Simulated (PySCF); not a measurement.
# The 12-electron isoelectronic series, spin-free X2C

Calculated with PySCF 2.14 from differences of total energies of unrestricted determinants, without spin-orbit coupling. Each ion has its own even-tempered basis scaled to its charge (17s12p4d4f for the first); frozen: 1s2. Ionisation energies in eV.

```csv
ion,configuration,UHF,MP2 (outer shells),CCSD (outer shells),CCSD(T) (outer shells),LDA,PBE,PBE0,"NIST (with spin-orbit, Breit and QED)"
Ta⁶¹⁺,[Ne] 3s2 (1S),6772.9,6776.4,6776.7,6776.7,6778.0,6782.5,6780.4,6769 ± 12 (t)
W⁶²⁺,[Ne] 3s2 (1S),7001.3,7004.7,7005.1,7005.1,7006.4,7011.0,7008.8,7000 ± 7 (s)
Re⁶³⁺,[Ne] 3s2 (1S),7235.0,7238.3,7238.7,7238.7,7240.1,7244.8,7242.6,7230 ± 19 (t)
Os⁶⁴⁺,[Ne] 3s2 (1S),7472.8,7476.1,7476.5,7476.5,7477.9,7482.8,7480.6,7468 ± 24 (t)
Pt⁶⁶⁺,[Ne] 3s2 (1S),7963.6,7967.0,7967.3,7967.3,7968.9,7974.0,7971.7,7960 ± 40 (t)
Au⁶⁷⁺,[Ne] 3s2 (1S),8216.2,8219.5,8219.8,8219.8,8221.5,8226.8,8224.4,8210 ± 40 (t)
Hg⁶⁸⁺,[Ne] 3s2 (1S),8474.5,8477.8,8478.1,8478.1,8479.8,8485.2,8482.8,8470 ± 50 (t)
Tl⁶⁹⁺,[Ne] 3s2 (1S),8737.3,8740.6,8740.9,8740.9,8742.6,8748.2,8745.8,8730 ± 50 (t)
Pb⁷⁰⁺,[Ne] 3s2 (1S),9005.4,9008.7,9008.9,9008.9,9010.8,9016.5,9014.0,9000 ± 60 (t)
```

Q: Interpolate the row of Ir⁶⁵⁺.

A: configuration [Ne] 3s2 (1S); UHF 7715.5; MP2 (outer shells) 7718.8; CCSD (outer shells) 7719.1; CCSD(T) (outer shells) 7719.2; LDA 7720.7; PBE 7725.7; PBE0 7723.4; NIST (with spin-orbit, Breit and QED) 7710 ± 30 (t).

Each ion has its own basis, which adds noise of up to about 0.1 % along the series.

NIST values marked (s) are semi-empirical, (t) theoretical. Open shells are high-spin determinants of the terms that Hund's rules give.
